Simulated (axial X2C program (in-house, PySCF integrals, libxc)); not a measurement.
# Outer orbitals of RuSe at 2.217 Å, PBE0

All values were computed with an axial X2C code built on PySCF integrals. Spin-free means the one-electron spin-free X2C Hamiltonian; two-component (2c) means X2C with spin–orbit coupling and atomic mean-field two-electron Coulomb and Gaunt terms, so the difference of the two also holds small scalar two-electron terms. Basis: Ru dyall-cv3z [12s12p8d5f3g], Se dyall-cv3z [8s9p6d4f1g] (cores contracted in-house); Gaussian nuclei, density fitting, unrestricted open shells. Masses: Ru 101.904 u, Se 79.917 u.

The distance is close to the 2c PBE0 minimum; the highest filled and lowest empty levels are listed.

Spin-free orbitals, state M_S = 2, Λ = 2 (beyond evenly filled blocks: σα, π+α, π-α, δ+α, δ+β, δ-α) (Löwdin shares):

```tsv
symmetry	occupied	ε (eV)	atomic character
σα	yes	-18.64	70% Se s, 11% Ru d, 10% Ru p
σβ	yes	-17.84	69% Se s, 11% Ru d, 10% Ru p
σα	yes	-9.50	60% Ru d, 33% Se p, 4% Se s
π-α	yes	-9.21	78% Ru d, 20% Se p
π+α	yes	-9.21	78% Ru d, 20% Se p
σβ	yes	-8.24	61% Se p, 27% Ru d, 5% Ru s
δ+α	yes	-8.12	100% Ru d
δ-α	yes	-8.12	100% Ru d
π+β	yes	-7.06	48% Ru d, 45% Se p, 3% Ru p
π-β	yes	-6.99	48% Se p, 45% Ru d, 3% Ru p
σα	yes	-6.68	40% Ru s, 36% Se p, 23% Ru d
π+α	yes	-6.21	62% Se p, 23% Ru d, 9% Ru p
π-α	yes	-6.21	62% Se p, 23% Ru d, 9% Ru p
δ+β	yes	-6.08	100% Ru d
σβ	no	-2.96	44% Ru d, 43% Ru s, 11% Se p
π+β	no	-2.68	50% Ru d, 34% Se p, 10% Ru p
σα	no	-2.61	39% Ru p, 37% Ru s, 16% Se p
π-β	no	-2.57	54% Ru d, 31% Se p, 10% Ru p
```

Spinors with spin–orbit coupling (state Ω = 4):

```tsv
ω	occupied	ε (eV)	atomic character	λ mixture
1/2	yes	-18.64	70% Se s, 11% Ru d, 10% Ru p	100% σ
-1/2	yes	-17.84	69% Se s, 11% Ru d, 10% Ru p	100% σ
1/2	yes	-9.50	61% Ru d, 33% Se p, 4% Se s	100% σ
-1/2	yes	-9.29	78% Ru d, 20% Se p	100% π
3/2	yes	-9.14	79% Ru d, 19% Se p	100% π
-1/2	yes	-8.26	61% Se p, 27% Ru d, 5% Ru s	99% σ, 1% π
-3/2	yes	-8.25	100% Ru d	99% δ, 1% π
5/2	yes	-7.98	100% Ru d	100% δ
1/2	yes	-7.19	46% Se p, 45% Ru d, 3% Ru p	93% π, 7% σ
-3/2	yes	-6.90	47% Se p, 46% Ru d, 3% Ru p	99% π, 1% δ
1/2	yes	-6.64	38% Ru s, 36% Se p, 24% Ru d	94% σ, 6% π
-1/2	yes	-6.31	62% Se p, 23% Ru d, 9% Ru p	99% π, 1% σ
3/2	yes	-6.23	83% Ru d, 14% Se p	80% δ, 20% π
3/2	yes	-6.06	49% Se p, 39% Ru d, 8% Ru p	80% π, 20% δ
-1/2	no	-2.96	45% Ru d, 42% Ru s, 11% Se p	100% σ
1/2	no	-2.75	50% Ru d, 33% Se p, 10% Ru p	97% π, 3% σ
1/2	no	-2.61	38% Ru p, 35% Ru s, 16% Se p	97% σ, 3% π
-3/2	no	-2.50	52% Ru d, 32% Se p, 10% Ru p	100% π
```

Mulliken charges and populations of the two-component result (they depend on the basis, above all on diffuse functions):

Ru 0.20 e (s 8.55 p 18.21 d 17.00 f 0.03 g 0.01), Se -0.20 e (s 7.91 p 16.22 d 10.05 f 0.01). ⟨Lz⟩ = 2.00 ħ and ⟨Sz⟩ = 2.00 ħ (1.54 and 0.45 on the two atoms), which add up to Ω.

Occupations by symmetry block were frozen at the best pattern of an incomplete PBE0 search. Density functionals use the spin component along the axis (collinear). PBE0 can misorder states that lie within some tenths of an eV, so this need not be the ground state of the molecule. The nearest other spin-free determinant of the search, M_S = 2, Λ = 0, lies 0.39 eV up at the distance of the search. The functionals have no current-density term, which raises determinants with orbital currents, atoms included. With several unpaired electrons one determinant need not be a pure state. Open-shell Ω = 0 determinants with evenly filled partner blocks cannot be reached by this program, so the Ω shown need not be the lowest component.
